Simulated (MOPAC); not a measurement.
Job for MOPAC: PM6 on ClGeH3O (SMILES [OH][GeH2][Cl]), a point of a torsion scan.

```
PM6 1SCF PRECISE CHARGE=0 THREADS=1
ClGeH3O

O      1.25224086 1     0.07916003 1    -0.45634000 1
Ge    -0.39277395 1    -0.22244433 1    -0.00798000 1
Cl    -1.27137305 1     1.62746558 1     0.45347385 1
H      1.84840638 1     0.49266900 1     0.16521846 1
H     -0.45878690 1    -1.13305644 1     1.19528145 1
H     -0.95634223 1    -0.81530275 1    -1.26049965 1
```

Output:

```
*******************************************************************************
 **                                                                           **
 **                              MOPAC v23.2.5                                **
 **                                                                           **
 *******************************************************************************
 ** MOPAC's Digital Object Identifier: https://doi.org/10.5281/zenodo.6511958 **
 **                                                                           **
 ** Please cite the open-source release paper for use of this MOPAC version:  **
 ** J. E. Moussa and J. J. P. Stewart (2026)                                  **
 ** MOPAC: An open-source semiempirical molecular orbital program             **
 ** J. Open Source Softw., 11(119), 8025, https://doi.org/10.21105/joss.08025 **
 *******************************************************************************

                              PM6 CALCULATION RESULTS

 *******************************************************************************
 *  PM6        - The PM6 Hamiltonian to be used
 *
 *
 *
 *                 CHARGE ON SYSTEM = 0
 *
 *
 *
 *  PRECISE    - TIGHTER CRITERIA TO BE USED
 *  1SCF       - DO 1 SCF AND THEN STOP
 *  THREADS=1  - MULTI-THREADING NOT USED
 *  T=         - A TIME OF 172800.0 SECONDS REQUESTED
 *  DUMP=N     - RESTART FILE WRITTEN EVERY 7200.0 SECONDS REQUESTED
 *******************************************************************************
PM6 1SCF PRECISE CHARGE=0 THREADS=1
 ClGeH3O

   ATOM   CHEMICAL          X               Y               Z
  NUMBER   SYMBOL      (ANGSTROMS)     (ANGSTROMS)     (ANGSTROMS)

     1       O          1.25224086  *   0.07916003  *  -0.45634000  *
     2      Ge         -0.39277395  *  -0.22244433  *  -0.00798000  *
     3      Cl         -1.27137305  *   1.62746558  *   0.45347385  *
     4       H          1.84840638  *   0.49266900  *   0.16521846  *
     5       H         -0.45878690  *  -1.13305644  *   1.19528145  *
     6       H         -0.95634223  *  -0.81530275  *  -1.26049965  *



          CARTESIAN COORDINATES

    NO.       ATOM           X           Y           Z

     1         O          1.2522      0.0792     -0.4563
     2        Ge         -0.3928     -0.2224     -0.0080
     3        Cl         -1.2714      1.6275      0.4535
     4         H          1.8484      0.4927      0.1652
     5         H         -0.4588     -1.1331      1.1953
     6         H         -0.9563     -0.8153     -1.2605

 General Reference for PM6:
 "Optimization of Parameters for Semiempirical Methods V: Modification of NDDO Approximations
 and Application to 70 Elements", J. J. P. Stewart, J. Mol. Mod., 13, 1173-1213 (2007)
 URL: https://link.springer.com/article/10.1007/s00894-007-0233-4

           Empirical Formula: H3 O Ge Cl  =     6 atoms



      MOLECULAR POINT GROUP   :   C1


      RHF CALCULATION, NO. OF DOUBLY OCCUPIED LEVELS = 10


 -------------------------------------------------------------------------------
 PM6 1SCF PRECISE CHARGE=0 THREADS=1
 ClGeH3O



     1SCF WAS SPECIFIED, SO BFGS WAS NOT USED
     SCF FIELD WAS ACHIEVED


                              PM6 CALCULATION
                                                       MOPAC v23.2.5 Linux




          FINAL HEAT OF FORMATION =        -73.43600 KCAL/MOL =    -307.25621 KJ/MOL


          COSMO AREA              =        105.69 SQUARE ANGSTROMS
          COSMO VOLUME            =         93.02 CUBIC ANGSTROMS

          IONIZATION POTENTIAL    =         10.714149 EV
          HOMO LUMO ENERGIES (EV) =        -10.714 -0.421
          NO. OF FILLED LEVELS    =         10
          MOLECULAR WEIGHT        =        127.0661         POINT GROUP:  C1

          MOLECULAR DIMENSIONS (Angstroms)

            Atom       Atom       Distance
            H     6    H     4     3.40736
           Cl     3    H     5     2.97062
            H     5    O     1     2.15568


          SCF CALCULATIONS        =          1





   ATOM   CHEMICAL          X               Y               Z
  NUMBER   SYMBOL      (ANGSTROMS)     (ANGSTROMS)     (ANGSTROMS)

     1       O          1.25224086  *   0.07916003  *  -0.45634000  *
     2      Ge         -0.39277395  *  -0.22244433  *  -0.00798000  *
     3      Cl         -1.27137305  *   1.62746558  *   0.45347385  *
     4       H          1.84840638  *   0.49266900  *   0.16521846  *
     5       H         -0.45878690  *  -1.13305644  *   1.19528145  *
     6       H         -0.95634223  *  -0.81530275  *  -1.26049965  *

                             CARTESIAN COORDINATES

   1    O        1.252240860     0.079160030    -0.456340000
   2   Ge       -0.392773950    -0.222444330    -0.007980000
   3   Cl       -1.271373050     1.627465580     0.453473850
   4    H        1.848406380     0.492669000     0.165218460
   5    H       -0.458786900    -1.133056440     1.195281450
   6    H       -0.956342230    -0.815302750    -1.260499650


           Empirical Formula: H3 O Ge Cl  =     6 atoms



      MOLECULAR POINT GROUP   :   C1


                  EIGENVALUES
 -28.77310 -26.60782 -20.52715 -17.09568 -14.16844 -13.75222 -12.38776 -11.63629
 -11.35914 -10.71415  -0.42056   0.56603   2.33492   2.41774   5.47058  90.75260
  90.86228  90.91242  91.54598  91.54668


              NET ATOMIC CHARGES AND DIPOLE CONTRIBUTIONS

  ATOM NO.   TYPE          CHARGE      No. of ELECS.   s-Pop       p-Pop       d-Pop
    1          O          -0.724062        6.7241     1.71818     5.00588
    2         Ge           0.681048        3.3190     1.15054     2.16841
    3         Cl          -0.338655        7.3387     1.99640     5.33891     0.00335
    4          H           0.339861        0.6601     0.66014
    5          H           0.001148        0.9989     0.99885
    6          H           0.040660        0.9593     0.95934
 DIPOLE           X         Y         Z       TOTAL
 POINT-CHG.    -0.744    -3.011     0.853     3.217
 HYBRID         0.493     0.775     0.255     0.953
 SUM           -0.251    -2.236     1.108     2.508


          ATOMIC ORBITAL ELECTRON POPULATIONS

     Atom    s        px        py        pz      x^2-y^2     xz        z^2       yz        xy
    1  O   1.71818   1.47951   1.83270   1.69368
    2 Ge   1.15054   0.55833   0.70281   0.90727
    3 Cl   1.99640   1.85583   1.52929   1.95379   0.00095   0.00016   0.00051   0.00061   0.00112
    4  H   0.66014
    5  H   0.99885
    6  H   0.95934

 **********************
 *                    *
 * JOB ENDED NORMALLY *
 *                    *
 **********************




 == MOPAC DONE ==
```

The run finished.

Cost: about 0.020 core-seconds (a rough figure).
